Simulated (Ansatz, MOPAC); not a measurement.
Species: SiHS$_{2}$Cl$_{2}$, charge 0, multiplicity 2. SMILES: [S][Si](S)(Cl)Cl

Atoms: S1, Si2, S3, Cl4, Cl5, H6. Bonds: S1-Si2, Si2-S3, Si2-Cl4, Si2-Cl5, S3-H6.

Bond lengths (Å) and angles (degrees) optimised at PM7 with MOPAC; MNDO with MOPAC; HF/STO-3G with Ansatz (a quantum-chemistry and plane-wave program); MP2/6-31G* with Ansatz, each started from the B3LYP-D3(BJ)/def2-TZVP structure (Ansatz) of the last column. A row stands for all coordinates that are equal there; 8 of 12 kinds are shown. 6-31G* holds six Cartesian d functions. No wavenumbers were computed at MNDO, HF/STO-3G, MP2/6-31G*, so these may be saddle points.

| coordinate | PM7 | MNDO | HF/STO-3G | MP2/6-31G* | B3LYP-D3(BJ)/def2-TZVP |
|---|---|---|---|---|---|
| S1-Si2 | 2.066 | 2.048 | 2.109 | 2.115 | 2.076 |
| Si2-S3 | 2.114 | 2.048 | 2.112 | 2.116 | 2.143 |
| Si2-Cl4 | 2.021 | 2.086 | 2.100 | 2.047 | 2.049 |
| Si2-Cl5 | 2.014 | 2.086 | 2.094 | 2.041 | 2.046 |
| S3-H6 | 1.357 | 1.296 | 1.331 | 1.344 | 1.346 |
| S1-Si2-S3 | 105.3 | 109.1 | 114.4 | 110.0 | 100.3 |
| S1-Si2-Cl4 | 111.8 | 110.7 | 107.9 | 106.0 | 113.7 |
| S1-Si2-Cl5 | 113.3 | 110.3 | 111.4 | 114.1 | 115.9 |

Mean signed difference of all 5 bond lengths from B3LYP-D3(BJ)/def2-TZVP: PM7 -0.018 Å, MNDO -0.019 Å, HF/STO-3G 0.017 Å, MP2/6-31G* 0.001 Å.
